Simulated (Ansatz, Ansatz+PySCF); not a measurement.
```xyz
3

O     0.0000    0.0000   -1.2650
B     0.0000    0.0000    0.0000
O     0.0000    0.0000    1.2650
```

Basis set: def2-SVP (spherical functions). Correlated methods keep 3 orbitals frozen. Correlation on ROHF uses semicanonical orbitals with singles. Charge 0, multiplicity 2.

Computed with Ansatz (development build ahead of 0.2.0); each method stands on the lowest determinant of its kind that the runs found.

(1) Give the atomization energy at this shape (free ground-state atoms in the same class of orbitals less the molecule, no zero-point energy) of doublet BO₂ by UHF-CCSD(T), ROHF-MP2, UHF-MP2, ROHF, UHF.

Answers

(1)

```json
{"method": "UHF-CCSD(T)", "atomization energy": "1293.7 kJ/mol"}
{"method": "ROHF-MP2", "atomization energy": "1328.0 kJ/mol"}
{"method": "UHF-MP2", "atomization energy": "1323.9 kJ/mol"}
{"method": "ROHF", "atomization energy": "914.2 kJ/mol"}
{"method": "UHF", "atomization energy": "920.0 kJ/mol"}
```

Caution for UHF-CCSD(T), UHF-MP2, UHF: the unrestricted determinant is spin contaminated. Caution for ROHF-MP2: another reference gives a lower total. Caution for ROHF-MP2, ROHF: the determinant may break the point group.
